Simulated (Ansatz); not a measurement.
Ansatz (a program for electronic structure) input:

Ansatz 0.2 input:
```yaml
crystal:
  periodic: [false, false, false]
  atoms:
    - {symbol: Cl, position_ang: [-0.00000000, -0.00000000, -1.77529694]}
    - {symbol: I, position_ang: [0.00000000, 0.00000000, 0.56943487]}
basis:
  gaussian:
    orbitals: STO-3G
hamiltonian:
  xc: {name: PBE0}
```

**Question.** Which total energy does the run end on?

**Answer.** -7307.60900 Eh (PBE0/STO-3G). The basis has 36 functions.
